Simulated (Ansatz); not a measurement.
# Ligand exchange: SiH(SiH3)F2 + SiH3(SnH3) → SiH(SiH3)2F + SnH3F

Species: SiH(SiH3)F2, singlet; SiH3(SnH3), singlet; SiH(SiH3)2F, singlet; SnH3F `[F][SnH3]`, singlet. The partners trade F for SiH3: Si–F and Sn–SiH3 bonds give way to Si–SiH3 and Sn–F.

Shapes, held fixed at every level: PBE0-D4/def2-TZVP. Programs: Ansatz 0.2.0. The zero-point and thermal change to 298 K, harmonic and unscaled (PBE0-D4/def2-TZVP), is -1.6 kJ/mol.

```csv
level,kind,ΔH(298 K) (kJ/mol),less CCSD(T)/def2-TZVPP
HF/def2-TZVPP,Hartree–Fock,+128.9,+1.9
B3LYP-D4/def2-TZVPP,global hybrid,+116.7,-10.3
r2SCAN0-D4/def2-TZVPP,global hybrid,+124.6,-2.4
B2PLYP/def2-TZVPP,double hybrid,+123.2,-3.8
MP2/def2-SVP,perturbation theory,+115.0,-12.0
MP2/def2-TZVPP,perturbation theory,+133.5,+6.5
CCSD(T)/def2-SVP,coupled cluster or CI,+113.9,-13.1
CCSD(T)/def2-TZVPP,coupled cluster or CI,+127.0,0.0
```

The highest level, CCSD(T)/def2-TZVPP, gives ΔH(298 K) = +127.0 kJ/mol; the levels span +113.9 to +133.5. The column of differences is taken from that level and isn't an error. No measured value is set beside it here. For atoms past krypton def2 sets carry core potentials with scalar relativity. Correlated rows may include outer-core shells of Sn, which these sets cover unevenly.
